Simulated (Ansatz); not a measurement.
Si(H)(F)(vinyl)(OH) (C2H5FOSi), SMILES C=C[SiH](O)F.

Coordinates come from a PBE0-D3(BJ)/def2-SVP optimisation. The structure was generated by enumeration, and PubChem lists no compound with its InChIKey, so it may never have been made. The values are those of a single conformer.

Two levels are set side by side: PBE/def2-SVPD (Ansatz, a program for electronic structure) and PBE0/def2-SVPD (Ansatz). Energy differences of separate SCF runs at the same geometry; the states with an electron removed or added have multiplicity 2 and 2. Differences are taken from unrounded values.

```
quantity                            PBE0    PBE  PBE minus PBE0
---------------------------------  -----  -----  --------------
vertical ionisation energy (eV)    10.65  10.46           -0.19
vertical singlet–triplet gap (eV)   4.11   4.28            0.18
```
